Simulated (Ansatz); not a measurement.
Geometry optimisation, Ansatz, RKS CAM-B3LYP-D4/STO-3G.

Input:

```yaml
crystal:
  periodic: [false, false, false]
  atoms:
    - { symbol: O, position_ang: [1.3563, -2.8963, 0.3583] }
    - { symbol: C, position_ang: [0.776, -1.8173, 0.1867] }
    - { symbol: "N", position_ang: [0.2212, -0.7816, 0.0153] }
    - { symbol: Si, position_ang: [0.0409, 0.9212, 0.137] }
    - { symbol: O, position_ang: [-1.4219, 1.1696, -0.7271] }
    - { symbol: H, position_ang: [-0.2232, 1.3042, 1.5546] }
    - { symbol: H, position_ang: [1.1157, 1.647, -0.4748] }
    - { symbol: H, position_ang: [-1.7729, 0.3961, -1.1059] }
basis:
  gaussian: { orbitals: STO-3G }
hamiltonian:
  xc: cam_b3lyp
  dispersion: d4
relax:
  f_tol: 0.015
  max_steps: 40
```

Command:

```bash
$ ansatz run input.yaml --threads 1 --pin off --max-ram 2048MiB --backend cpu --events-out ev --progress --plain --runs-dir out
```

Question: Where does it end, and by what steps?

Answer: The run converged. Limits of this set-up: minimal basis. After 29 steps the energy has fallen by 0.619 eV; N3 moved furthest, 0.65 Å.

```tsv
step	energy less start (eV)	largest force component (eV/Å)	accepted
0	0.0000	5.497	yes
2	-0.5000	0.387	yes
4	-0.5157	0.717	yes
6	-0.5384	0.307	yes
8	-0.5793	0.101	yes
10	-0.5892	0.064	yes
12	-0.5908	0.116	yes
14	-0.5925	0.099	yes
16	-0.5975	0.145	yes
18	-0.5974	1.148	no
20	-0.6064	0.055	yes
22	-0.6108	0.058	yes
24	-0.6160	0.133	yes
26	-0.6187	0.024	yes
28	-0.6190	0.017	yes
29	-0.6190	0.009	yes
```

```xyz
8
Properties=species:S:1:pos:R:3
O 0.882 -3.002 0.502
C 0.799 -1.809 0.260
N 0.840 -0.624 -0.077
Si 0.010 0.894 0.123
O -1.607 0.766 -0.360
H -0.016 1.247 1.519
H 0.766 1.843 -0.657
H -1.581 0.628 -1.366
```

The run took 62 s on 1 thread of Arm Neoverse V2, on a shared host, peak memory 0.16 GiB.
